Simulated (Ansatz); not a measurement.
Program: Ansatz. Geometries: PBE0-D4/def2-TZVP. ΔE: electronic, gas phase. CCSD(T)/CBS adds triple-zeta CCSD(T) − MP2 to the extrapolated MP2 energy (def2 sets, frozen cores). This one scheme is used for every species. DFT in def2-TZVPP. One conformer a species, not always the lowest.

`CCC1=CCCC1` + `OBF` → `CCOBF` + `C1=CCCC1`  (substitution at a C–C bond)

```
           level  ΔE (kcal/mol)  difference from CCSD(T)/CBS
     LDA (SPW92)           13.1                         -0.4
       revPBE-D4           13.8                          0.3
         BLYP-D4           11.8                         -1.7
       r2SCAN-D4           12.6                         -0.9
          B97M-V           12.5                         -1.0
         PBE0-D4           13.4                         -0.1
      r2SCAN0-D4           13.1                         -0.4
            BLYP            9.4                         -4.1
            PBE0           12.3                         -1.2
         r2SCANh           12.3                         -1.2
     HF/def2-SVP            9.9                         -3.6
   CCSD/def2-SVP           13.1                         -0.4
CCSD(T)/def2-SVP           13.5                          0.0
  MP2/def2-TZVPP           15.4                          1.9
 CCSD/def2-TZVPP           12.9                         -0.6
   MP2/CBS(def2)           15.6                          2.1
     CCSD(T)/CBS           13.5                            0
```

Largest T1 diagnostic among the species: 0.013.

In def2-TZVPP, CCSD(T) changes the Hartree–Fock value by +3.7 kcal/mol (the triples alone add +0.4 kcal/mol) and MP2 by +5.8 kcal/mol. From BLYP to BHLYP (50 % exact exchange), in def2-TZVPP and without D4, ΔE moves by +1.2 kcal/mol.
